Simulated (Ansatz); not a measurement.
Species: LuCl3 (charge 0, triplet). The spin state was set by rule; other spins were not relaxed. SMILES of the parent species: [Cl][Lu]([Cl])[Cl]
Coordinates optimised at B3LYP-D3(BJ)/def2-TZVP (Ansatz, a first-principles code):
```
Lu
Cl 1 2.4016
Cl 1 2.5941 2 148.87
Cl 1 2.5941 2 148.87 3 -180.00
```
Charge 0, spin multiplicity 3.

Parts of the frozen-core correlation energy in def2-TZVPP (Ansatz, hartree). Frozen orbitals: 35; correlated occupied orbitals by spin: 13 and 11; virtual: 183 and 185. UHF or UKS for open shells. Spin-orbit coupling is left out. In def2 rows, elements after Kr have scalar-relativistic effective core potentials.

| term | value |
|---|---|
| reference (HF) | -2611.12912 |
| MP2 opposite-spin | -0.44830 |
| MP2 same-spin | -0.15734 |
| CCSD correlation | -0.65598 |
| (T) | -0.02913 |
| T1 diagnostic | 0.014 |
| largest doubles amplitude | 0.046 |
| <S^2> of the reference | 2.028 |
